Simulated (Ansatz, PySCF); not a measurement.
Si(SH)4 (H4S4Si), SMILES [Si](S)(S)(S)S. Atoms are numbered in the order given.

```xyz
9

S      0.1601     1.3098    -1.6889
Si     0.0020    -0.0005    -0.0007
S     -1.5499     0.8208     1.2277
S     -0.3196    -1.9572    -0.8132
S      1.7174    -0.1755     1.2716
H      0.1434     2.4397    -0.9429
H     -1.3138    -0.0176     2.2644
H     -1.2647    -1.5484    -1.6924
H      2.4435    -0.8755     0.3681
```

The structure is a stationary point at r2SCAN-D4/def2-SVP. Other conformers were not sampled.

Two levels are set side by side: PBE-D3(BJ)/def2-SVP (Ansatz, an electronic-structure program) and r2SCAN-D4/def2-SVP (Ansatz). Each level has its own optimised geometry; the coordinates shown are those of the second. Frequencies come from the Hessian of PySCF at each geometry. Differences are taken from unrounded values.

| quantity | r2SCAN-D4 |
|---|---|
| mean bond length (Å) | 1.748 |
| bond S1–Si2 (Å) | 2.143 |
| bond Si2–S3 (Å) | 2.143 |
| bond Si2–S4 (Å) | 2.143 |
| bond Si2–S5 (Å) | 2.143 |
| bond S1–H6 (Å) | 1.354 |
| bond S3–H7 (Å) | 1.354 |
| bond S4–H8 (Å) | 1.354 |
| bond S5–H9 (Å) | 1.354 |
| highest harmonic wavenumber (cm⁻¹) | 2679 |
| mean harmonic wavenumber (cm⁻¹) | 829 |
| zero-point energy (kcal/mol) | 24.89 |

Question: What does PBE-D3(BJ) give, and how far is it from r2SCAN-D4? (An estimate is asked for; the answer gives what the named calculation found.)

Answer: 
```
quantity                            PBE-D3(BJ)  PBE-D3(BJ) minus r2SCAN-D4
----------------------------------  ----------  --------------------------
mean bond length (Å)                     1.759                       0.011
bond S1–Si2 (Å)                          2.154                       0.011
bond Si2–S3 (Å)                          2.154                       0.011
bond Si2–S4 (Å)                          2.154                       0.011
bond Si2–S5 (Å)                          2.154                       0.011
bond S1–H6 (Å)                           1.365                       0.011
bond S3–H7 (Å)                           1.365                       0.011
bond S4–H8 (Å)                           1.365                       0.011
bond S5–H9 (Å)                           1.365                       0.011
highest harmonic wavenumber (cm⁻¹)        2604                         -75
mean harmonic wavenumber (cm⁻¹)            806                         -24
zero-point energy (kcal/mol)             24.18                       -0.71
```
